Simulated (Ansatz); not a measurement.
A nudged elastic band was laid between two geometries of AlBrH4O2Se (9 atoms, charge 0, multiplicity 1).

Theory: RKS PBE0-D4/def2-SVP in Ansatz.

| Item | Value |
| --- | --- |
| movable images | 5 |
| climbing image | yes |
| spring | 5.0 eV/Å² |
| optimiser | quadratic models (default) |
| start path | through a guess of the saddle point |
| force threshold | 0.05 eV/Å |
| iteration limit | 60 |
| end points | relaxed |

Initial state:

```xyz
9
Properties=species:S:1:pos:R:3
Al -0.418 -0.256 -0.425
Br 0.544 -2.334 -0.400
O -0.322 0.613 -1.894
O -1.711 0.046 0.657
H 2.432 0.324 0.902
Se 1.181 1.045 1.189
H 0.050 0.237 -2.693
H -2.612 0.182 0.361
H 0.857 0.143 2.304
```

Final state:

```xyz
9
Properties=species:S:1:pos:R:3
Al -0.436 -0.263 -0.403
Br 0.132 -2.423 0.101
O 0.326 0.476 -1.746
O -2.000 0.246 0.067
H 2.358 0.451 0.549
Se 1.175 1.040 1.194
H -0.159 0.742 -2.530
H -2.639 -0.351 0.460
H 1.244 0.080 2.308
```

Q: Which bonds break or form, and what moves?

A: No bond is made or broken.  The two ends are copies of one structure, up to a mirror image or an exchange of like atoms.

Q: What energy profile does the band end with?

A: The forces met the threshold. The highest image is number 3 of 0 to 6, 0.018 eV above the ends, which have the same energy within 2 meV. A vibrational analysis at the climbing image gives one clearly imaginary mode, 105i cm⁻¹: a first-order saddle point.

| image | path coordinate (Å) | energy (eV) |
| --- | --- | --- |
| 0 | 0.00 | 0.000 |
| 1 | 0.32 | 0.004 |
| 2 | 0.64 | 0.010 |
| 3 | 0.95 | 0.018 |
| 4 | 1.31 | 0.013 |
| 5 | 1.66 | 0.004 |
| 6 | 2.01 | 0.000 |

Q: What is the geometry of the highest image?

A: 
```xyz
9
Properties=species:S:1:pos:R:3
Al -0.454 -0.177 -0.412
Br 0.209 -2.368 -0.266
O 0.019 0.669 -1.822
O -1.844 0.269 0.480
H 2.396 0.427 0.700
Se 1.163 1.067 1.184
H 0.109 0.261 -2.684
H -2.643 -0.257 0.525
H 1.045 0.110 2.295
```

Q: What are the harmonic wavenumbers there?

A: 105i, 60, 96, 118, 135, 178, 196, 207, 297, 360, 462, 515, 541, 599, 771, 930, 1058, 2461, 2478, 3987, 3989 cm⁻¹.

The band took 34 iterations and roughly 50 core-minutes.

The run took 12 min on 4 threads of Arm Neoverse N1, on a shared host, peak memory 0.4 GiB.
